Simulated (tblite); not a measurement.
Compound: C5H12N2O2Si.
Atom-mapped SMILES: `[CH3:1][C:2](=[O:3])[CH2:4][O:5][SiH:6]1[NH:7][CH2:8][CH2:9][NH:10]1` (hydrogens: H11, H12, H13 on C1; H14, H15 on C4; H16 on Si6; H17 on N7; H18, H19 on C8; H20, H21 on C9; H22 on N10)

Computed with GFN2-xTB (tblite), gas phase: L-BFGS steps from a force-field or distance-geometry start until the largest atomic force falls under 0.01 eV/Å.

Geometry at step 2:
```
atom  x, y, z in Å
C1      4.2637   -0.0694   -0.2331
C2      2.9591   -0.6998    0.2267
O3      2.9675   -1.8062    0.7104
C4      1.6409    0.0702    0.1277
O5      0.5504   -0.6680    0.6230
Si6    -0.8224    0.1894    0.4780
N7     -2.2081   -0.4269    1.3389
C8     -3.2675    0.2088    0.5653
C9     -2.9779   -0.1363   -0.8961
N10    -1.5407    0.1770   -1.1299
H11     4.5481    0.7393    0.4252
H12     5.0512   -0.8214   -0.1749
H13     4.1933    0.2584   -1.2678
H14     1.7302    0.9690    0.7336
H15     1.4479    0.3881   -0.8973
H16    -0.5443    1.6115    0.8881
H17    -2.3171   -1.4244    1.1851
H18    -3.2064    1.3030    0.6328
H19    -4.2537   -0.1199    0.8775
H20    -3.5996    0.4697   -1.5187
H21    -3.1563   -1.2158   -1.0229
H22    -1.4686    1.0230   -1.6725
```

Task: Give the atomic forces at this geometry.

Result: 
```csv
atom,Fx (eV/Å),Fy (eV/Å),Fz (eV/Å)
C1,-0.320,-0.232,-0.209
C2,-0.099,-0.904,0.468
O3,0.001,0.261,-0.165
C4,0.426,-0.192,0.126
O5,0.152,0.524,-0.416
Si6,-0.165,0.217,-0.102
N7,0.208,0.488,-0.388
C8,0.198,-0.109,-0.232
C9,0.667,0.056,0.353
N10,-0.682,-0.223,0.633
H11,-0.127,0.308,-0.037
H12,-0.150,-0.055,0.039
H13,-0.070,0.238,0.126
H14,0.207,0.284,0.072
H15,0.123,-0.079,-0.134
H16,-0.219,-0.554,0.086
H17,0.114,0.043,0.429
H18,0.025,-0.314,0.411
H19,-0.106,-0.087,0.138
H20,-0.418,0.038,-0.701
H21,0.135,0.365,-0.312
H22,0.101,-0.075,-0.186
```

The largest, 1.02 eV/Å, acts on C2; the rms over all components is 0.311 eV/Å. The forces sum to zero within rounding, as they must for an isolated molecule in no field.

Task: Give the force on C2 in Eh/bohr and in nN.

Result: 1.023 eV/Å ÷ 51.422 = 0.01989 Eh/bohr, and 1.023 eV/Å × 1.602 = 1.64 nN.

Task: How far is this geometry from the end of the optimisation?

Result: 0.961 eV above it, and 1.405 Å rms away after alignment. The bonds farthest from their final lengths, with half the difference of the two atoms' forces along the bond (positive lengthens):

```tsv
bond	now (Å)	final (Å)	force along bond (eV/Å)
C9–N10	1.489	1.441	-0.70
Si6–N10	1.761	1.720	-0.23
Si6–H16	1.506	1.469	-0.34
C4–O5	1.407	1.371	-0.18
C9–H20	1.068	1.097	+0.62
Si6–N7	1.744	1.717	-0.27
```

The angle farthest from its final value is C4–O5–Si6, 110.3° against 125.0°.

Of the 6 listed bonds off by 0.010 Å or more, this force points towards the final length in 6.

The cost below is that of the whole relaxation. Time: 3.0 s of wall time. Hardware: one thread, Arm Neoverse V1 (aarch64), no GPU (shared host).
